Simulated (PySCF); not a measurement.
# Atomic charges against the basis set

Compound: C2H7NSi3.
Geometry (PBE0-D3(BJ)/def2-SVP, Å), atoms numbered from 1 in this order:
```xyz
13
C2H7NSi3 angstrom
N     -2.594    1.056   -1.847
C     -2.029    0.767   -0.875
Si    -1.063    0.317    0.651
C     -0.245   -1.360    0.323
Si     1.257   -0.708   -0.667
Si     1.036    1.364    0.450
H     -1.994    0.437    1.809
H     -0.867   -2.131   -0.156
H      0.121   -1.755    1.288
H      0.916   -0.562   -2.113
H      2.509   -1.510   -0.518
H      1.169    2.676   -0.243
H      1.759    1.375    1.761
```

PBE0 throughout (PySCF), one geometry, spherical d and f functions. Isolated species at its PBE0-D3(BJ)/def2-SVP geometry (one conformer only). The first 7 of 13 kinds of atom are listed.

Mulliken charges (e):

```json
{"basis": "STO-3G", "functions": "49", "N1": "-0.213", "C2": "-0.141", "Si3": "+0.520", "C4": "-0.443", "Si5": "+0.420", "Si6": "+0.244", "H7": "-0.099"}
{"basis": "6-31G", "functions": "80", "N1": "-0.290", "C2": "-0.105", "Si3": "+0.610", "C4": "-0.944", "Si5": "+0.458", "Si6": "+0.163", "H7": "-0.076"}
{"basis": "pcSseg-0", "functions": "80", "N1": "-0.385", "C2": "-0.206", "Si3": "+0.791", "C4": "-1.367", "Si5": "+0.434", "Si6": "+0.029", "H7": "+0.019"}
{"basis": "6-31G*", "functions": "110", "N1": "-0.276", "C2": "+0.019", "Si3": "+0.410", "C4": "-0.784", "Si5": "+0.302", "Si6": "+0.007", "H7": "-0.027"}
{"basis": "cc-pVDZ", "functions": "131", "N1": "-0.114", "C2": "-0.169", "Si3": "+0.311", "C4": "-0.348", "Si5": "+0.165", "Si6": "+0.017", "H7": "-0.013"}
{"basis": "def2-SVP", "functions": "131", "N1": "-0.062", "C2": "-0.220", "Si3": "+0.283", "C4": "-0.507", "Si5": "+0.266", "Si6": "+0.079", "H7": "-0.008"}
{"basis": "aug-cc-pVDZ", "functions": "213", "N1": "-0.372", "C2": "-0.006", "Si3": "+0.208", "C4": "+0.316", "Si5": "-0.560", "Si6": "-0.781", "H7": "+0.372"}
{"basis": "6-311+G(2d,p)", "functions": "228", "N1": "-0.251", "C2": "-0.194", "Si3": "+0.779", "C4": "-0.786", "Si5": "+0.237", "Si6": "-0.031", "H7": "-0.018"}
{"basis": "def2-TZVP", "functions": "246", "N1": "-0.030", "C2": "-0.204", "Si3": "+0.213", "C4": "-0.426", "Si5": "+0.108", "Si6": "-0.011", "H7": "+0.003"}
{"basis": "cc-pVTZ", "functions": "290", "N1": "-0.084", "C2": "-0.157", "Si3": "+0.211", "C4": "-0.363", "Si5": "+0.131", "Si6": "+0.039", "H7": "-0.014"}
{"basis": "IGLO-III", "functions": "307", "N1": "-0.322", "C2": "+0.026", "Si3": "+0.417", "C4": "-0.697", "Si5": "+0.531", "Si6": "+0.386", "H7": "-0.149"}
```

IAO charges (e):

| basis | functions | N1 | C2 | Si3 | C4 | Si5 | Si6 | H7 |
| --- | --- | --- | --- | --- | --- | --- | --- | --- |
| STO-3G | 49 | -0.164 | -0.187 | +0.575 | -0.736 | +0.489 | +0.259 | -0.083 |
| 6-31G | 80 | -0.188 | -0.134 | +0.524 | -0.763 | +0.369 | +0.067 | -0.050 |
| pcSseg-0 | 80 | -0.188 | -0.134 | +0.544 | -0.786 | +0.359 | +0.017 | -0.045 |
| 6-31G* | 110 | -0.192 | -0.154 | +0.607 | -0.794 | +0.460 | +0.127 | -0.082 |
| cc-pVDZ | 131 | -0.187 | -0.157 | +0.600 | -0.791 | +0.454 | +0.127 | -0.079 |
| def2-SVP | 131 | -0.184 | -0.158 | +0.609 | -0.792 | +0.467 | +0.129 | -0.084 |
| aug-cc-pVDZ | 213 | -0.205 | -0.146 | +0.601 | -0.799 | +0.455 | +0.130 | -0.077 |
| 6-311+G(2d,p) | 228 | -0.205 | -0.152 | +0.624 | -0.818 | +0.479 | +0.142 | -0.085 |
| def2-TZVP | 246 | -0.202 | -0.156 | +0.632 | -0.824 | +0.486 | +0.143 | -0.087 |
| cc-pVTZ | 290 | -0.199 | -0.155 | +0.622 | -0.818 | +0.475 | +0.136 | -0.084 |
| IGLO-III | 307 | -0.204 | -0.154 | +0.631 | -0.823 | +0.485 | +0.141 | -0.086 |

**Question.** Which scheme is steadiest as the basis changes?

**Answer.** Largest range over the bases for any column: IAO 0.24 e, Mulliken 1.68 e. IAO charges move least and Mulliken charges most, counted in e. Without the minimal STO-3G basis the ranges are IAO 0.13, Mulliken 1.68 e.

**Question.** How much do the charges still move between the two largest bases, cc-pVTZ and IGLO-III?

**Answer.** At most, over all atoms: Mulliken 0.400 e, IAO 0.010 e.

**Question.** What do the same runs give for the total energy, the frontier levels and the dipole moment?

**Answer.** 
```tsv
basis	energy (Eh)	HOMO (eV)	LUMO (eV)	μ (D)
STO-3G	-991.4441	-5.31	3.98	3.85
6-31G	-1002.9377	-7.83	-0.70	3.97
pcSseg-0	-1001.7849	-8.26	-0.92	4.06
6-31G*	-1003.0585	-7.66	-0.82	3.91
cc-pVDZ	-1003.1159	-7.66	-0.90	3.80
def2-SVP	-1002.7408	-7.74	-1.02	3.83
aug-cc-pVDZ	-1003.1275	-7.72	-1.10	4.09
6-311+G(2d,p)	-1003.1801	-7.74	-1.21	4.11
def2-TZVP	-1003.1932	-7.72	-1.18	4.03
cc-pVTZ	-1003.1958	-7.72	-1.11	3.97
IGLO-III	-1003.1952	-7.75	-1.21	4.07
```

The dipole is fixed by the density alone, so its range of 0.31 D shows that the density itself changes with the basis, not only its division among atoms.
